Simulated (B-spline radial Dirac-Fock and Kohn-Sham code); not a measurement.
# Pd: non-radiative channels of the M4 vacancy

System: atomic palladium, [Kr] 4d10.

Input of the calculation (task.json; shells as n, l, electrons):

```json
{"items": [{
  "Z": 46,
  "q": 0,
  "cfg": [[1, 0, 2], [2, 0, 2], [2, 1, 6], [3, 0, 2], [3, 1, 6], [3, 2, 10], [4, 0, 2], [4, 1, 6], [4, 2, 10]],
  "A": 106,
  "rrms": 4.5318,
  "do": ["binding", "quiet", "decay"],
  "holes": ["K", "L1", "L2", "L3", "M1", "M2", "M3", "M4", "M5", "N1", "N2", "N3", "N4", "N5"]
}]}
```

Run with: `python xray_run.py task.json out`

Calculated with a B-spline atomic structure program, using independent-particle rates on relativistic LDA orbitals of the hole state (multipoles up to L = 3, Coulomb Auger matrix elements, transition energies from Dirac-Fock). Kinetic energies are configuration averages from the vacuum level; the two-hole energies are estimated from single-hole states.

| transition | kinetic energy (eV) | width (meV) | share (%) |
| --- | --- | --- | --- |
| M4-N1N2 | 170.1 | 6.27 | 1.9 |
| M4-N1N3 | 174.5 | 6.73 | 2.0 |
| M4-N2N3 | 208.4 | 7.22 | 2.2 |
| M4-N3N3 | 212.5 | 3.25 | 1.0 |
| M4-N1N4 | 227.2 | 48.1 | 14.6 |
| M4-N1N5 | 227.7 | 8.34 | 2.5 |
| M4-N2N4 | 263.7 | 34.6 | 10.5 |
| M4-N3N4 | 266.7 | 77.2 | 23.4 |
| M4-N4N4 | 320.3 | 42.6 | 12.9 |
| M4-N4N5 | 320.5 | 87.6 | 26.5 |

The listed channels hold 97 % of the non-radiative rate. Summed by principal shells, of 0.331 eV in all: MNN 100.0 %.
